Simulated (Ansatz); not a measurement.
Cost and result for the atomization energy of `BOCBS` (11 atoms, 10 bonds).

```xyz
11

B     2.073   -0.243   -0.261
O     0.828   -0.590   -0.607
C    -0.223    0.360   -0.724
B    -1.389    0.159    0.297
S    -1.273   -1.133    1.505
H     2.345    0.912   -0.058
H     2.876   -1.125   -0.170
H     0.171    1.383   -0.627
H    -0.629    0.292   -1.742
H    -2.340    0.879    0.260
H    -2.438   -0.893    2.128
```

The species carries charge 0 and has multiplicity 1. The structure was optimised at the PBE0-D4/def2-TZVP level. It is one conformer, not always the lowest. Program: Ansatz. All runs use 4 threads of an Intel Xeon Platinum 8488C on a shared host. Times are those of one run each, without the atoms' runs, and a repeat can differ threefold. Electronic energies, without spin–orbit coupling; frozen cores. CCSD(T)/CBS adds CCSD(T) − MP2 in def2-TZVPP to the MP2 limit, and its time is that of the two runs behind it. T1 = 0.015. B3LYP takes the VWN-RPA correlation (the form of Gaussian; ORCA's B3LYP/G).

CCSD(T)/CBS is a level of theory with its own doubt, some kJ/mol a heavy atom from the limit and from the frozen cores, so smaller differences don't rank the functionals.

```tsv
level	functions	wall time	atomization (kJ/mol)	difference from CCSD(T)/CBS	per bond
PBE-D4/def2-TZVPP (with forces)	250	2.6 s	4197.3	102.9	10.3
PBE0-D4/def2-TZVPP	250	3 s	4131.0	36.6	3.7
r2SCAN-D4/def2-TZVPP (with forces)	250	3.8 s	4145.6	51.2	5.1
B3LYP-D4/def2-TZVPP (with forces)	250	4.6 s	4124.4	30.0	3.0
B2PLYP/def2-TZVPP	250	6 s	4078.7	-15.7	-1.6
ωB97X-V/def2-TZVPP	250	7 s	4124.9	30.5	3.1
ωB97M-V/def2-TZVPP (with forces)	250	8.5 s	4139.0	44.6	4.5
MP2/def2-QZVPP	478	23 s	4130.2	35.8	3.6
CCSD(T)/def2-TZVPP	250	89 s	4000.9	-93.5	-9.3
CCSD(T)/CBS(def2)	–	110 s	4094.4	0.0	0.0
```

The D4 term adds +34.0 kJ/mol with B3LYP and +17.9 kJ/mol with PBE0; it sums over pairs of atoms, weighted by their polarisabilities, and B3LYP, whose exchange is more repulsive, gets the larger term. In def2-TZVPP, CCSD(T) changes the Hartree–Fock value by +906.5 kJ/mol (the triples alone add +58.0 kJ/mol) and MP2 by +980.8 kJ/mol; breaking electron pairs costs correlation energy, which Hartree–Fock lacks. From PBE to PBE0 (25 % exact exchange), in def2-TZVPP and without D4, the atomization energy moves by −63.1 kJ/mol: exact exchange takes away binding that semilocal exchange gives to molecules.
